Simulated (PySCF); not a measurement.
**[C3H5P2Si]-: core ionisation energies**

Species: C₃H₅P₂Si (charge -1).
Structure used (GFN2-xTB), in Å, numbered top down from 1:
```xyz
11
C3H5P2Si angstrom
Si    -1.956    0.120   -0.077
C     -0.098    0.065   -0.051
C      0.620   -0.872    0.662
P      2.357   -0.814    0.601
C      2.371    0.559   -0.453
P      0.866    1.232   -0.956
H     -2.516   -0.962    0.755
H     -2.545   -0.050   -1.419
H     -2.528    1.375    0.448
H      0.125   -1.636    1.253
H      3.309    0.985   -0.789
```

Computed with delta-SCF UKS SCAN, pcX-2 on the ionised atom, pcseg-1 elsewhere, spin-free X2C in PySCF. Each binding energy is the total energy of the core-ionised species, with the hole localised on one atom, minus that of the ground state; both are solved self-consistently, so orbital relaxation is included.

Task: List the computed XPS lines with their assignment.

Result: 
```
atom(s)                                                      bonded to     level  binding energy (eV)  2p1/2 (eV)  above the level's lowest (eV)  count
    Si1                                                      C and 3 H  Si 2p3/2               102.31      102.94                           0.00      1
    Si1                                                      C and 3 H     Si 1s              1842.10           –                           0.00      1
     C2  C (aromatic in the SMILES), P (aromatic in the SMILES) and Si      C 1s               284.58           –                          +0.07      1
     C3   C (aromatic in the SMILES), H and P (aromatic in the SMILES)      C 1s               284.82           –                          +0.31      1
     P4                                   2 C (aromatic in the SMILES)   P 2p3/2               130.26      131.15                           0.00      1
     P4                                   2 C (aromatic in the SMILES)      P 1s              2143.76           –                           0.00      1
     C5                             H and 2 P (aromatic in the SMILES)      C 1s               284.51           –                           0.00      1
     P6                                   2 C (aromatic in the SMILES)   P 2p3/2               130.28      131.17                          +0.02      1
     P6                                   2 C (aromatic in the SMILES)      P 1s              2143.78           –                          +0.02      1
```

Lowest listed C 1s: C5, bonded to H and 2 P (aromatic in the SMILES). Highest, 0.31 eV above it: C3, bonded to C (aromatic in the SMILES), H and P (aromatic in the SMILES). The widest gap between neighbouring values is 0.24 eV, between 284.58 and 284.82 eV.

The 2 P 1s values lie within 0.02 eV of each other; Gaussian lines of 0.5 eV full width would blend them into one maximum.

The 2 P 2p3/2 values lie within 0.02 eV of each other.

Task: Which photon energy gives electrons from Si 2p3/2 of Si1 a kinetic energy of 100 eV, and what is their de Broglie wavelength?

Result: hν = 102.31 + 100 = 202.31 eV, recoil neglected; λ = 12.264 Å/√(E/eV) = 1.23 Å.

Task: What is the longest wavelength that can ionise Si 2p3/2 of Si1 vertically?

Result: λ = hc/E = 12398.42 eV Å / 102.31 eV = 121.185 Å.

The 2p values add to the ΔSCF energy of one spin-free hole a correction within the shell (spin–orbit coupling, ligand field). 2p1/2 minus 2p3/2 (ligand field included): Si 0.62 eV, P 0.89 eV. The species carries charge -1, so core ionisation leaves a neutral species. The basis sets have no added diffuse functions. Geometry: GFN2-xTB; no solvent, vibrations or thermal averaging.
